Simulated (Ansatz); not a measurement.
Stepwise reaction of `[NH2][Sn]([NH2])([NH2])[NH2]` with hydrogen, as a gas-phase model of exchange steps in deposition or etching. ΔE in kJ/mol; ΔG adds harmonic PBE0-D4 terms to CCSD(T)/CBS, at 1 bar.

Isolated molecules relaxed with PBE0-D4/def2-TZVP in Ansatz; ΔE leaves out vibrations. CCSD(T)/CBS adds triple-zeta CCSD(T) − MP2 to the extrapolated MP2 energy (def2 sets, frozen cores). This one scheme is used for every species. Functionals use def2-TZVPP. B3LYP here is the variant with VWN-RPA as its local correlation; programs differ in this. def2 core potentials past Kr. For Sn outer-core shells are correlated without core-valence functions, which leaves a few kJ/mol of doubt a bond. One conformer a species, not always the lowest.

| step | reaction | PBE-D4 | B3LYP-D4 | ωB97M-V | CCSD(T)/CBS | ΔG(500 K) |
| --- | --- | --- | --- | --- | --- | --- |
| 1 | `[NH2][Sn]([NH2])([NH2])[NH2]` + H₂ → `[NH2][SnH]([NH2])[NH2]` + NH₃ | -9.2 | -9.2 | -10.8 | -4.6 | -14.1 |
| 2 | `[NH2][SnH]([NH2])[NH2]` + H₂ → `[NH2][SnH2][NH2]` + NH₃ | -15.6 | -16.1 | -16.7 | -10.3 | -5.0 |
| 3 | `[NH2][SnH2][NH2]` + H₂ → `[NH2][SnH3]` + NH₃ | -20.6 | -21.1 | -22.6 | -15.0 | -18.2 |
| 4 | `[NH2][SnH3]` + H₂ → `[SnH4]` + NH₃ | -32.6 | -33.4 | -35.1 | -27.6 | -15.2 |

Problem. By hand: ΔE of the 4 steps together at CCSD(T)/CBS.

Solution. (-4.6) + (-10.3) + (-15.0) + (-27.6) = -57.5 kJ/mol, or -14.4 kJ/mol a step.

In ΔE each step is lower than the one before. ΔG lies between -18.2 and -5.0 kJ/mol a step. PBE-D4 differs from CCSD(T)/CBS by -5.6 to -4.6 kJ/mol a step. Isolated molecules leave out the surface, adducts and barriers. Largest T1 diagnostic: 0.013.
